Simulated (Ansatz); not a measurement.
Basis sets compared for the cluster Zn₄Br₈⁻. Charge -1, multiplicity 2. Geometry PBE-D4/def2-SVP. Ansatz on 2 threads of AMD EPYC 7R13 on a shared host and a share (18 GiB) of an NVIDIA H100 80GB HBM3; times are rough, and most runs start from earlier orbitals.

```xyz
12

Zn   -0.7500    1.6194    1.3895
Zn   -1.6351   -0.9433   -0.7207
Zn    1.6301   -0.6274   -1.6455
Zn    1.5356   -0.7606    2.3980
Br   -2.5450    3.0581    1.5642
Br    3.0458   -0.8889    0.3258
Br    1.3492    1.8500    2.5788
Br    0.0213   -2.5521   -1.5537
Br   -3.8537   -0.9483   -1.3355
Br   -1.1842   -0.8969    1.8034
Br    2.5909   -0.0971   -3.6872
Br   -0.2051    1.1871   -1.1171
```

Single mean-field runs in def2-TZVP are fitted with def2-universal-jkfit. Another isomer (doublet) lies 0.03 eV lower at PBE-D4/def2-SVP; other spin states weren't run for this one.

```json
{"level": "PBE-D4/def2-SVP", "functions": "380", "energy (Eh)": "-27703.8053", "HOMO (eV)": "-1.57", "LUMO (eV)": "-0.69", "wall time": "10 s"}
{"level": "PBE0-D4/def2-SVP", "functions": "380", "energy (Eh)": "-27704.6541", "HOMO (eV)": "-2.52", "LUMO (eV)": "0.12", "wall time": "14 s"}
```

Task: Estimate the rows for PBE-D4/def2-TZVP (with forces), PBE0-D4/def2-TZVP.

Result: 
| level | functions | energy (Eh) | HOMO (eV) | LUMO (eV) | wall time |
| --- | --- | --- | --- | --- | --- |
| PBE-D4/def2-TZVP (with forces) | 576 | -27707.3604 | -1.91 | -1.04 | 15 s |
| PBE0-D4/def2-TZVP | 576 | -27708.1665 | -2.78 | -0.16 | 16 s |
